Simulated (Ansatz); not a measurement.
Method: frozen-core CCSD(T)/def2-TZVPP // B3LYP-D3(BJ)/def2-TZVP in Ansatz (a quantum-chemistry and plane-wave program).

Ansatz 0.2 input:
```yaml
crystal:
  periodic: [false, false, false]
  atoms:
    - { symbol: S, position_ang: [2.391648, 0.047929, 0.057378] }
    - { symbol: In, position_ang: [0.121175, -0.425736, -0.783799] }
    - { symbol: S, position_ang: [-1.72095, 0.127007, 0.767731] }
    - { symbol: H, position_ang: [1.891947, 0.521393, 1.214491] }
    - { symbol: H, position_ang: [-2.683817, -0.270593, -0.080867] }
basis:
  gaussian: { orbitals: def2-TZVPP }
correlation:
  method: ccsd_t
magnetization:
  spin_polarized: true
  initial_magnetization: 1
```

Output:

```
Functional definition: HF
1117 factors; integrals over basis functions are off by at most 8.1e-4 eV
mean field evaluation 1: about -26815.5771 eV, gradient 1.4e1 eV
mean field evaluation 2: about -26815.5831 eV, gradient 1.4e1 eV
mean field evaluation 4: about -26817.3897 eV, gradient 2.2e0 eV
mean field evaluation 8: about -26817.5126 eV, gradient 1.9e-1 eV
mean field evaluation 16: about -26817.0533 eV, gradient 7.5e0 eV
mean field evaluation 32: about -26814.5476 eV, gradient 1.4e-1 eV
mean field evaluation 64: about -26813.9091 eV, gradient 8.6e-3 eV
mean field -26817.51429609 eV, -985.5254728171 hartree, gradient 1.7e-6 eV, S^2 0.765265; 1 other end points of the search recorded, 0 dependent functions left out
determinant -26817.51429609 eV, -985.5254728171 hartree, with singles and doubles -26835.18573037 eV, -986.1748860488 hartree
determinant -26814.54629752 eV, -985.4164008817 hartree, with singles and doubles -26832.80599351 eV, -986.0874323323 hartree
14 core orbitals not correlated
reference -26817.51429609 eV, -985.5254728171 hartree; 14, 13 occupied and 134, 135 virtual orbitals, 1117 factors
second order -16.74913596 eV of doubles, -0.00000000 eV of singles
cycle   1  -17.55976614 eV  change   -6.2e-1 eV  update   2.4e-2
cycle   2  -17.59189548 eV  change   -3.2e-2 eV  update   6.0e-3
cycle   3  -17.59414241 eV  change   -2.2e-3 eV  update   2.9e-3
cycle   4  -17.59603944 eV  change   -1.9e-3 eV  update   1.3e-3
cycle   5  -17.59671954 eV  change   -6.8e-4 eV  update   6.4e-4
cycle   6  -17.59688164 eV  change   -1.6e-4 eV  update   2.5e-4
cycle   7  -17.59693076 eV  change   -4.9e-5 eV  update   9.9e-5
cycle   8  -17.59695930 eV  change   -2.9e-5 eV  update   3.9e-5
cycle   9  -17.59694662 eV  change    1.3e-5 eV  update   1.6e-5
perturbative correction -0.74056919 eV, -0.0272154159 hartree
Total energy: -26835.85181190 eV, -986.1993640938 hartree
```

Cost: roughly 5 core-minutes.
